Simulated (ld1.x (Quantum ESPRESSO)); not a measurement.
Tl: one change to a TM potential, before and after

| Item | Value |
| --- | --- |
| Element | Tl (Z = 81) |
| Generator | ld1.x (Quantum ESPRESSO) 7.5 |
| Type | norm-conserving Troullier–Martins (Kleinman–Bylander form) |
| Functional | PBE |
| Relativity | scalar-relativistic |
| Frozen core | [Xe] 4f14 5d10 |
| Valence charge | 3 |
| Reference configuration | 6s2 6p0.75 (charge +0.25) |
| Partial waves | 6s (bound): rc 1.85 bohr; 6p (bound): rc 2.90 bohr |
| Local potential | the p channel |
| Core correction | none |

All-electron outer shells of the reference configuration (PBE, scalar-relativistic, ld1.x):

```csv
shell,level (eV),outermost node (bohr),outermost maximum (bohr)
5d,-17.12,0.53,1.11
6s,-11.09,1.04,2.08
6p,-3.69,1.23,2.87
```

Change: local potential all-electron potential smoothed inside 1.40 bohr (lloc = -2).

Cutoffs: the cutoffs (Ry, on a coarse ladder) from which the occupation-weighted sum of valence levels, in a spherical-Bessel basis at the reference potential, stays within 10 and 1 mRy of its value at 400 Ry; they do not see the model core or the augmentation charge, which bear on the density cutoff. Errors are all-electron minus pseudo energies relative to the spin-unpolarised reference configuration.

Task: How do hardness, ghosts and transferability respond?

Result: The potential gets neither clearly harder nor softer (21 Ry and 45 Ry → 21 Ry and 45 Ry); a bound ghost appears in d, s, which as a rule spoils a file; of the 7 tests that both files solve, the error grows in 3 and shrinks in 0 by more than 15 % and 0.3 meV (median size 9.5 → 32.6 meV); the range in which the p phases agree narrows (upper end 2.2 → -0.1). In the separable form a ghost depends on how the local part lies against the semilocal potential of the channel, so the choice of the local part can create or remove one.

| quantity | base | changed |
| --- | --- | --- |
| cutoff, loose | 21 Ry | 21 Ry |
| cutoff, tight | 45 Ry | 45 Ry |
| bound ghosts | none | s, d |
| error for 6s2 6p1, meV [ΔE -0.76 eV] | +2.7 | +3.0 |
| error for 6s2 6p0, meV [ΔE 4.41 eV] | +34 | +33 |
| error for 6s1 6p0, meV [ΔE 25.19 eV] | +106 | +97 |
| error for 6s2 6p0.5, meV [ΔE 1.10 eV] | +2.6 | +2.9 |
| error for 6s2 6p1.3, meV [ΔE -1.25 eV] | +9.5 | +11 |
| error for 6s1 6p1, meV [ΔE 12.69 eV] | -0.2 | +811 |
| error for 6s1 6p2, meV [ΔE 6.65 eV] | +58 | +183 |
| s: phases at 3.16 bohr within 0.05 rad from the reference energy up to (Ry; the scan ends near 5) | 1.1 | 1.9 |
| p: phases at 3.16 bohr within 0.05 rad from the reference energy up to (Ry; the scan ends near 5) | 2.2 | -0.1 |

Changed file: These tests converged, but a pseudo level misses the all-electron one widely, so the file describes the atom poorly there or has found another state: 6s1 6p1: 6s by 2.1 eV. A true bound ghost makes a file unfit for plane-wave use even where its test errors are small: the radial tests pick states by their node count and pass the ghost by.
